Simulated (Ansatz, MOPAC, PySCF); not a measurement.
Noncovalent pair: H2O (SMILES O) (first 3 atoms) with H4OSi (SMILES O[SiH3]); geometry from B3LYP-D3(BJ)/def2-TZVP, rigid monomers moved along the line of their centres of mass till O1···H6 is 1.66 Å.
(charge 0, multiplicity 1):
```xyz
9

O      0.25536    -0.53034     0.32902
H     -0.44669    -0.95934    -0.17215
H      0.69917     0.06262    -0.28711
O     -0.60164     0.66893     2.51478
Si    -0.00543     0.16256     3.95769
H     -0.28951     0.23206     1.70408
H     -0.30511    -1.26964     4.22024
H     -0.65273     0.98932     4.99913
H      1.46840     0.33344     4.05023
```

Counterpoise-corrected where a basis set is named; no monomer relaxation. Rows marked so take none.

Rows in 6-31G* carry no dispersion term and start afresh at each structure (6-31G* with six Cartesian d functions). The state that PM6 reach isn't checked.

Run with Ansatz (Gaussian basis) for Hartree–Fock, density functionals and correlated methods; MOPAC for PM6 (differences of heats of formation); PySCF for 6-31G* rows. Values without a source in brackets are computed.

Question: One of these levels gives -8.90 kcal/mol for the interaction energy. Name it.
(A) HF/aug-cc-pV(D+d)Z
(B) PM6
(C) BP86/6-31G* (no counterpoise)
(D) PBE/def2-TZVPPD

Answer: C, BP86/6-31G* (no counterpoise). The others give -4.87 (PM6), -2.84 (HF/aug-cc-pV(D+d)Z), -5.60 (PBE/def2-TZVPPD)

Ansatz is a first-principles code.
